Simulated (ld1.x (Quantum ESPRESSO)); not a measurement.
## silver (Ag), TM: configuration errors across variants

Ag (Z = 47), norm-conserving Troullier–Martins (Kleinman–Bylander form), made with ld1.x (Quantum ESPRESSO) 7.5 (LDA (PZ), scalar-relativistic). Core [Ar] 3d10 4s2, reference 4p6 4d10 5s1 5p0. Waves: 4p (bound): rc 0.95 bohr; 4d (bound): rc 1.95 bohr; 4f channel at 0.2 Ry: rc 2.45 bohr; 5s (bound): rc 2.50 bohr. Local part: the s channel. Core correction: a·sin(br)/r model core inside 0.65 bohr.

All-electron excitation energies from the reference (eV): (1) 4p6 4d10 5s0 5p0 8.102; (2) 4p6 4d9 5s0 5p0 30.485; (3) 4p6 4d8 5s0 5p0 66.919; (4) 4p6 4d7 5s0 5p0 118.846; (5) 4p6 4d10 5s0.5 5p0 3.186; (6) 4p5 4d10 5s1 5p0 65.351; (7) 4p6 4d9 5s1 5p0 13.379; (8) 4p6 4d10 5s1 5p0 spin -0.149; (9) 4p6 4d9 5s0 5p0 spin 30.325.

Spin tests fill each open shell by Hund’s rule, majority spin first.

2 further variants failed, have other tests or too few solved ones, and are left out.

Errors AE − PS in meV (a dash: test not solved or not reliable):

| change | (1) | (2) | (3) | (4) | (5) | (6) | (7) | (8) | (9) | bound ghosts |
| --- | --- | --- | --- | --- | --- | --- | --- | --- | --- | --- |
| base | -9.4 | -86 | -397 | -963 | -2.1 | -354 | -70 | -0.3 | -79 | none |
| wave 4f channel at 0.2 Ry: rc 2.45 bohr becomes 4f channel at 0.2 Ry: rc 3.00 bohr | -9.4 | -86 | -397 | -963 | -2.1 | -354 | -70 | -0.3 | -79 | none |
| wave 4f channel at 0.2 Ry: rc 2.45 bohr becomes 4f channel at 0.17 Ry: rc 2.45 bohr | -9.4 | -86 | -397 | -963 | -2.1 | -354 | -70 | -0.3 | -79 | none |
| all radii but the core radius scaled by about 0.97 (s 2.42, p 0.92, d 1.88, f 2.38 bohr) | -10 | -84 | -399 | -988 | -2.3 | -339 | -75 | 0.0 | -78 | none |
| core correction a·sin(br)/r model core inside 0.92 bohr | -9.3 | -86 | -397 | -962 | -2.1 | -348 | -70 | -0.3 | -76 | none |

**Question.** Give the same row for: wave 4d (bound): rc 1.95 bohr becomes 4d (bound): rc 1.56 bohr.

**Answer.** -11, -87, -423, -1075, -2.4, -298, -76, -0.3, -82; bound ghosts: none.
